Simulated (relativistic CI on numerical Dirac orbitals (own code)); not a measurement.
**Radial parameters of Au2+**

Calculated at this level of theory: Dirac-Coulomb-Breit CI, separate exchange-only KLI orbitals for each configuration, model QED, valence Slater integrals scaled by 0.85, P86 correlation energy added to each configuration (own radial code, finite nucleus).

Slater integrals F^k, G^k are unscaled and averaged over j, outside the closed core [Xe] 4f14; ζ comes from projecting the Hamiltonian with its Breit term on Σ l·s of the shell.

- 5d9: ζ(5d) = 4854.5 cm⁻¹; <r>(5d) = 1.492, <r^2>(5d) = 2.596 (bohr units).
- 5d8.6s: F^2(5d,5d) = 70517, F^4(5d,5d) = 46756, ζ(5d) = 5148.4, G^2(5d,6s) = 23041 cm⁻¹; <r>(5d) = 1.464, <r^2>(5d) = 2.498, <r>(6s) = 2.388, <r^2>(6s) = 6.408 (bohr units).
- 5d7.6s2: F^2(5d,5d) = 72089, F^4(5d,5d) = 47919, ζ(5d) = 5437.1 cm⁻¹; <r>(5d) = 1.437, <r^2>(5d) = 2.396 (bohr units).

**Question.** Give the Racah parameters of the d shell in 5d8.6s.

**Answer.** B = F²/49 − 5F⁴/441 = 909 cm⁻¹ and C = 35F⁴/441 = 3711 cm⁻¹; values fitted to spectra at such low charge are typically 15 to 30 % smaller.

In this model ζ of a weakly bound d, f or g electron outside closed shells comes out too small, for d by up to a factor of two or three and at times with the wrong sign; that of an outer p electron is too small as well.

Correlation outside the listed configurations is missing or only estimated: errors of thousands of cm⁻¹ between configurations and terms are usual at this charge. Rates and lifetimes follow the computed energies and can be off by large factors. The fine structure of a lone outer electron comes out too small, for d and f at times inverted, and misplaced configurations move strength between like terms. 10 of the 16 excited levels that our extract of the measured tables holds in this range could be paired (the sources list more); they are missed by 4393 cm⁻¹ on average and 6220 at most, and levels without a partner can miss by more.

Averages of the first 10 configurations, taken without configuration mixing, which lowers the lowest level and can move excited configurations by several eV; other configurations of the list can lie among them:

```csv
Configuration,Parity,States,Average energy above the lowest level (eV)
5d9,even,10,0.9
5d8.6s,even,90,6.7
5d7.6s2,even,120,14.7
5d8.6p,odd,270,14.9
5d8.5f,odd,630,26.0
5d7.6s.6p,odd,1440,22.3
5d8.7s,even,90,22.0
5d8.6d,even,450,22.8
5d8.7p,odd,270,24.5
5d7.5f2,even,10920,57.3
```
